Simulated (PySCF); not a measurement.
**[Lu(H2O)3]3+: from a saddle point downhill**

PySCF 2.14.0, RKS PBE, Lu lcecp-1-SVP with ECP60, O def2-SVP, H def2-SVP; non-relativistic Hamiltonian with scalar-relativistic core potentials where named; density fitting; no spin-orbit coupling. Relaxed within the symmetry of its start, the geometry (D3h) is

```xyz
10

Lu    0.0000    0.0000    0.0000
O     2.2048    0.0000    0.0000
H     2.8304    0.0000    0.7803
H     2.8304    0.0000   -0.7803
O    -1.1024    1.9094    0.0000
H    -1.4152    2.4512    0.7803
H    -1.4152    2.4512   -0.7803
O    -1.1024   -1.9094    0.0000
H    -1.4152   -2.4512    0.7803
H    -1.4152   -2.4512   -0.7803
```

and its lowest harmonic modes are -222, -200, -200, -54, 58, 58 cm⁻¹ (negative: unstable). It was moved along the lowest mode and relaxed again, within the group D3 that the move left.

(1) Where does it end, and how much lower?

(2) How do the contacts change?

(3) Is the end a minimum?

An lcecp potential fixes the number of 4f electrons, so in runs with it no electron can move into or out of that shell.

State: singlet in the valence, with the 4f electrons in the core potential.

Results:

(1) In D3, 0.159 eV lower, after 23 steps:
```xyz
10

Lu    0.0000    0.0000    0.0000
O     2.1932    0.0000    0.0000
H     2.8178    0.7509    0.2170
H     2.8178   -0.7509   -0.2170
O    -1.0966    1.8993    0.0000
H    -2.0592    2.0649    0.2170
H    -0.7586    2.8158   -0.2170
O    -1.0966   -1.8993    0.0000
H    -0.7586   -2.8157    0.2170
H    -2.0592   -2.0648   -0.2170
```

(2) 
```
     contact  saddle (Å)  end (Å)
Lu1–O2 (H2O)       2.205    2.193
Lu1–O5 (H2O)       2.205    2.193
Lu1–O8 (H2O)       2.205    2.193
```


(3) Yes, as far as the noise of the softest modes lets one tell (those above −25 cm⁻¹ count as noise); lowest modes -21, 76, 76, 102, 107, 107 cm⁻¹.
